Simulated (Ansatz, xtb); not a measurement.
**Two isomers of C3H9BrSi**

Structure I is `CC[C@@H]([SiH3])Br`, a singlet and structure II is `CC(C)([SiH3])Br`, a singlet. Both are isolated molecules in the gas phase, relaxed with B3LYP/def2-SVP; each stands in its lowest conformer found.

Energies in hartree; the thermal terms are from GFN2-xTB frequencies at re-optimised GFN2-xTB minima (ideal gas, soft modes damped towards free rotors, one conformer each, 298.15 K, 1 atm) and include the zero-point energy:

```
                               I            II
E, CCSD(T)/def2-SVP  −2980.554180  −2980.557134
    E, MP2/def2-SVP  −2980.468850  −2980.472520
  E, MP2/def2-TZVPP  −2981.181594  −2981.185149
  zero-point energy      0.106966      0.106346
       H(298 K) − E      0.115920      0.115419
       G(298 K) − E      0.073738      0.073753
```

Problem. Correct the CCSD(T) difference for the basis set by the MP2 change, then work out ΔE, ΔE₀, ΔH and ΔG for I → II in kJ/mol (1 Eh = 2625.50 kJ/mol) and the equilibrium ratio [II]/[I].

Solution. 1. Differences II − I: CCSD(T) −0.002954, MP2 in the small set −0.003670, MP2 in the large set −0.003555 Eh.
2. ΔE = −0.002954 + (−0.003555 − (−0.003670)) = −0.002839 Eh = −7.45 kJ/mol.
3. ΔE₀ = ΔE + ΔZPE = −0.002839 + (−0.000620) Eh = −9.08 kJ/mol.
4. ΔH = ΔE + (−0.000501) Eh = −8.77 kJ/mol.
5. ΔG = ΔE + (+0.000015) Eh = −7.41 kJ/mol, so ΔS = (ΔH − ΔG)/T = −4.5 J/(mol K).
6. kT = 0.9442 mEh, so K = [II]/[I] = exp(−ΔG/kT) = exp(+2.99) ≈ 20.

Structure II is favoured at this temperature. An error of 4 kJ/mol in ΔG would change K by a factor of 5. HF/STO-3G gave ΔE the other sign. Mirror images and further conformers aren't counted.

As drawn, both hold the same kinds of bond in the same numbers. Structure I has 1 methyl group, II 2.

Other levels gave ΔE = −6.0 (GFN2-xTB); +7.9 (HF/STO-3G, GFN2-xTB geometries); −8.3 (r2SCAN-D4/def2-SVP, GFN2-xTB geometries); −1.2 (B3LYP/def2-SVP); −0.3 (HF/def2-SVP); −9.6 (MP2/def2-SVP); −7.8 (CCSD(T)/def2-SVP) kJ/mol. The correlated steps freeze 17 core orbitals; the filled d shell of Br is correlated, in a basis made for valence electrons. Programs: Ansatz 0.2.0, xtb 6.7.1.
